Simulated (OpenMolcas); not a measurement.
# Multiconfigurational calculation on Pt6+

Pt6+ among 4 point charges of -2 e arranged as a tetrahedron (Td), 2 Å from the ion.

Input:

```
&GATEWAY
Coord
1

Pt 0.0 0.0 0.0
Basis=ANO-RCC-VTZP
Group=NoSym
NoMove
AngMom=0.0 0.0 0.0
AMFI
XField
4 Angstrom 0
1.154701 1.154701 1.154701 -2.000000
1.154701 -1.154701 -1.154701 -2.000000
-1.154701 1.154701 -1.154701 -2.000000
-1.154701 -1.154701 1.154701 -2.000000
&SEWARD
&RASSCF
FileOrb=start.orb
Symmetry=1
Spin=5
nActEl=4 0 0
Inactive=34
Ras2=5
CIRoot=5 5 1
SDav=5
CIMx=300
Iter=120 100
PrWF=0.3
OrbListing=Nothing
MaxOrb=0
>>> COPY $Project.JobIph JOB001
&RASSCF
FileOrb=start.orb
Symmetry=1
Spin=3
nActEl=4 0 0
Inactive=34
Ras2=5
CIRoot=45 45 1
SDav=45
CIMx=300
Iter=120 100
PrWF=0.3
OrbListing=Nothing
MaxOrb=0
>>> COPY $Project.JobIph JOB002
&RASSCF
FileOrb=start.orb
Symmetry=1
Spin=1
nActEl=4 0 0
Inactive=34
Ras2=5
CIRoot=50 50 1
SDav=50
CIMx=300
Iter=120 100
PrWF=0.3
OrbListing=Nothing
MaxOrb=0
>>> COPY $Project.JobIph JOB003
&RASSI
NrOfJobIphs=3 5 45 50
1 2 3 4 5
1 2 3 4 5 6 7 8 9 10 11 12 13 14 15 16 17 18 19 20 21 22 23 24 25 26 27
28 29 30 31 32 33 34 35 36 37 38 39 40 41 42 43 44 45
1 2 3 4 5 6 7 8 9 10 11 12 13 14 15 16 17 18 19 20 21 22 23 24 25 26 27
28 29 30 31 32 33 34 35 36 37 38 39 40 41 42 43 44 45 46 47 48 49 50
IphNames
JOB001
JOB002
JOB003
EJob
SpinOrbit
DIPRint=1.0
SOCoupling=1000.0
Subsets=2
Property=9
'ANGMOM' 1 'ANGMOM' 2 'ANGMOM' 3 'MLTPL  1' 1 'MLTPL  1' 2 'MLTPL  1' 3
'AMFI' 1 'AMFI' 2 'AMFI' 3
SOProperty=3
'ANGMOM' 1 'ANGMOM' 2 'ANGMOM' 3
```

Launched by
```bash
OMP_NUM_THREADS=1 MOLCAS_MEM=1689 MOLCAS_PROJECT=a pymolcas a.inp > a.log  # once for each step of the input, in one work folder
```

A driver script runs the steps one by one and writes start.orb anew before each from the orbitals found so far.

Output, cut to the results:

```
--- SEWARD ---
Basis set label: PT.ANO-RCC...8S7P5D3F1G.

      Electronic valence basis set:
      ------------------
      Associated Effective Charge  78.000000 au
      Associated Actual Charge     78.000000 au
      Nuclear Model: Point charge

      Shell  nPrim  nBasis  Cartesian Spherical Contaminant
         s      24       8        X
         p      21       7        X
         d      15       5                 X
         f      11       3                 X
         g       4       1                 X
                  Relativistic Douglas-Kroll-Hess integrals:
                    - DKH order of Hamiltonian: 2
                    - DKH order of Properties : 0
                  Atomic mean-field integrals
--- RASSCF ---
Wave function specifications:
      -----------------------------

      Number of closed shell electrons          68
      Number of electrons in active shells       4
      Max number of holes in RAS1 space          0
      Max nr of electrons in RAS3 space          0
      Number of inactive orbitals               34
      Number of active orbitals                  5
      Number of secondary orbitals              45
      Spin quantum number                      2.0
      State symmetry                             1
Orbital specifications:
      -----------------------

      Symmetry species                           1
                                                 a
      Frozen orbitals                            0
      Inactive orbitals                         34
      Active orbitals                            5
      RAS1 orbitals                              0
      RAS2 orbitals                              5
      RAS3 orbitals                              0
      Secondary orbitals                        45
      Deleted orbitals                           0
      Number of basis functions                 84
      Number of CSFs                             5
      Number of root(s) required                 5
      Iter CI   SX   CI       RASSCF       Energy    max ROT     max BLB   max BLB  Level Ln srch  Step   QN
          iter iter root      energy       change     param      element    value   shift minimum  type update
 Nr of preliminary CI iterations:   1
      Total energies have been shifted. Add               -18000.00 au
        1   1    9    0  -399.36983527    0.00E+00   2.44E-01*  32  43 1  5.54E-01*  0.00   0.00    SX    NO
        2   1   10    0  -400.16459977   -7.95E-01*  3.68E-02   25  70 1  1.99E-01*  0.00   0.00    SX    NO
        3   1    9    0  -400.21082660   -4.62E-02* -1.20E-02   25  70 1 -9.93E-02*  0.00   0.00    SX    NO
        4   1    9    0  -400.21780487   -6.98E-03*  7.24E-03   25  70 1  5.56E-02*  0.00   0.00    SX    NO
        5   1    8    0  -400.22011344   -2.31E-03*  2.87E-03   25  70 1 -3.32E-02*  0.00   0.63    QN   YES
        6   1    6    0  -400.22138075   -1.27E-03* -5.75E-05   25  70 1 -7.91E-04*  0.00   1.02    QN   YES
        7   1    5    0  -400.22138143   -6.77E-07* -3.84E-06   31  42 1 -1.22E-05   0.00   1.00    QN   YES
        8   1    3    0  -400.22138143   -2.07E-10   4.00E-07   31  42 1 -1.99E-06   0.00   1.06    QN   YES
      Convergence after  8 iterations
        9   1    3    0  -400.22138143    1.82E-11   4.00E-07   31  42 1  1.40E-07   0.00   1.06    QN   YES
      Natural orbitals and occupation numbers for root  1
      sym 1:   1.000000   0.000000   1.000000   1.000000   1.000000
      Natural orbitals and occupation numbers for root  2
      sym 1:  -0.000000   1.000000   1.000000   1.000000   1.000000
      Natural orbitals and occupation numbers for root  3
      sym 1:   1.000000   1.000000   1.000000   0.000000   1.000000
::    RASSCF root number  1 Total energy: -18400.22588572
::    RASSCF root number  2 Total energy: -18400.22588572
::    RASSCF root number  3 Total energy: -18400.22588572
::    RASSCF root number  4 Total energy: -18400.21462499
::    RASSCF root number  5 Total energy: -18400.21462499
--- RASSCF ---
Wave function specifications:
      -----------------------------

      Number of closed shell electrons          68
      Number of electrons in active shells       4
      Max number of holes in RAS1 space          0
      Max nr of electrons in RAS3 space          0
      Number of inactive orbitals               34
      Number of active orbitals                  5
      Number of secondary orbitals              45
      Spin quantum number                      1.0
...
--- RASSI ---
SPIN-FREE ENERGIES:
  (Shifted by EMIN (a.u.) =     -18400.2258857178)

 SF State       Relative EMIN(au)   Rel lowest level(eV)    D:o, cm**(-1)      L_eff

     1             0.0000000000        0.0000000000              0.0000         2.0
     2             0.0000000000        0.0000000000              0.0000         2.0
     3             0.0000000000        0.0000000000              0.0000         2.0
     4             0.0112607242        0.3064199152           2471.4433         2.0
     5             0.0112607242        0.3064199152           2471.4433         2.0
     6             0.0899727737        2.4482838979          19746.7413         4.6
     7             0.0899727737        2.4482838979          19746.7413         4.6
     8             0.0899727737        2.4482838979          19746.7413         4.6
     9             0.0943079807        2.5662508882          20698.2093         4.9
    10             0.0943079807        2.5662508882          20698.2093         4.9
    11             0.0943079807        2.5662508882          20698.2093         4.9
    12             0.0991551104        2.6981480082          21762.0313         4.5
    13             0.0991551104        2.6981480082          21762.0313         4.5
    14             0.0991551104        2.6981480082          21762.0313         4.5
    15             0.1028870393        2.7996989660          22581.0950         5.0
    16             0.1028870393        2.7996989660          22581.0950         5.0
    17             0.1097017631        2.9851370478          24076.7540         2.6
    18             0.1097017631        2.9851370478          24076.7540         2.6
    19             0.1097017631        2.9851370478          24076.7540         2.6
    20             0.1118035737        3.0423302275          24538.0481         3.7
    21             0.1118035737        3.0423302275          24538.0481         3.7
...
```

Spin-orbit levels above the lowest (labels of Td):

```csv
E (cm-1),Degeneracy,Label,2S+1
0.0,1,A1,5 (61 %)
6925,3,T1,5 (83 %)
12351,3,T2,5
13136,2,E,5
16501,3,T1,5 (85 %)
17252,3,T2,5 (82 %)
18294,1,A2,5 (81 %)
19698,3,T2,5 (65 %)
19722,2,E,5 (59 %)
19753,1,A1,5 (56 %)
19816,3,T1,5 (59 %)
26953,1,A1,3 (49 %)
29429,3,T1,3 (66 %)
29463,2,E,3 (68 %)
30131,3,T2,3 (71 %)
30442,1,A1,3 (61 %)
33610,1,A2,3 (85 %)
34685,3,T2,3 (87 %)
35314,3,T1,3 (88 %)
36070,3,T2,3 (84 %)
```

Spin-orbit coupling mixes the spin-free states strongly: the lowest level takes only 41 % from its leading state, 5T2. Without dynamic correlation the repulsion within the d shell is too large (B by tens of per cent), so at a given field states of lower spin stand too high. Point charges give a weaker field than real ligands, and real ions of this kind are as a rule low spin; the high spin found here belongs to the model. The ground term spreads over less than 5000 cm-1, several times less than with real ligands, so orbital moments are less quenched and χT lies further from the spin-only value than at real sites. Point charges carry no covalency, so the field is a model and not that of real ligands. No measured value stands beside these numbers.
